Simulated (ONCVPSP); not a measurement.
What the settings do to the ONCV potential of cerium

Base potential:

cerium, optimised norm-conserving Vanderbilt (ONCV), made with ONCVPSP 4.0.1 (PBE, scalar-relativistic). Core [Kr] 4d10, reference 4f1 5s2 5p6 5d1 6s2. Waves: 5s+6s: rc 2.85 bohr, ncon 3, nbas 6, qcut 5 1/bohr, 2 projectors; 5p: rc 2.00 bohr, ncon 4, nbas 7, qcut 4.6 1/bohr, 2 projectors, debl 1.5 Ha; 5d: rc 2.50 bohr, ncon 5, nbas 10, qcut 3.9 1/bohr, 3 projectors, debl 0.9 Ha; 4f: rc 1.55 bohr, ncon 4, nbas 9, qcut 9.6 1/bohr, 2 projectors, debl 2.4 Ha. Local part: polynomial inside 1.10 bohr (lpopt 5, dvloc0 0 Ha). Core correction: Teter function, fcfact 4, rcfact 1.75.

Cutoffs, loose and tight: the cutoffs (Ha) at which the residual kinetic energy of the hardest occupied pseudo-wave falls to 1 and 0.1 mHa per electron. They do not see the model core or the augmentation charge, which bear on the density cutoff. Test errors are all-electron minus pseudo excitation energies from the reference, over the configurations 4f1 5s2 5p6 5d1 6s1; 4f1 5s2 5p6 5d1 6s0; 4f1 5s2 5p6 5d0 6s0; 4f1 5s2 5p5 5d1 6s2. A dash means not determined; rows that change the core or the reference have their own tests.

A true bound ghost makes a file unfit for plane-wave use even where its test errors are small: the radial tests pick states by their node count and pass the ghost by.

| change | outcome | cutoff, loose | cutoff, tight | bound ghosts | GHOST(+) flags above zero | largest test error (meV) |
| --- | --- | --- | --- | --- | --- | --- |
| base | generated | 44 Ha | 105 Ha | s | p, d | -92 |
| core correction Teter function, fcfact 1.6, rcfact 1.75 | generated | 44 Ha | 105 Ha | s | p, d | -40 |
| core correction Teter function, fcfact 2.1, rcfact 1.75 | generated | 44 Ha | 105 Ha | s | p, d | -51 |
| core correction Teter function, fcfact 3.8, rcfact 1.75 | generated | 44 Ha | 105 Ha | s | p, d | -88 |
| core correction Teter function, fcfact 4.5, rcfact 1.75 | generated | 44 Ha | 105 Ha | s | p, d | -101 |
| core correction Teter function, fcfact 5.2, rcfact 1.75 | generated | 44 Ha | 105 Ha | s | p, d | -115 |
| core correction Teter function, fcfact 6.2, rcfact 1.75 | generated | 44 Ha | 105 Ha | s | p, d | -133 |
| core correction Teter function, fcfact 6.7, rcfact 1.75 | generated | 44 Ha | 105 Ha | s | p, d | -141 |
| core correction Teter function, fcfact 7.5, rcfact 1.75 | generated | 44 Ha | 105 Ha | s | p, d | -154 |

(1) What comes out with this change to the base: core correction Teter function, fcfact 2.9, rcfact 1.75?

Answers

(1) outcome: generated; cutoff, loose: 44 Ha; cutoff, tight: 105 Ha; bound ghosts: s; GHOST(+) flags above zero: p, d; largest test error (meV): -69.

Reading the sweep of the fcfact (base included, trends over the rows without a ghost): Bound ghosts are found at 1.6, 2.1, 2.9, 3.8, 4, 4.5, 5.2, 6.2, 6.7, 7.5. Every judged row has one, so this setting neither creates nor removes them.
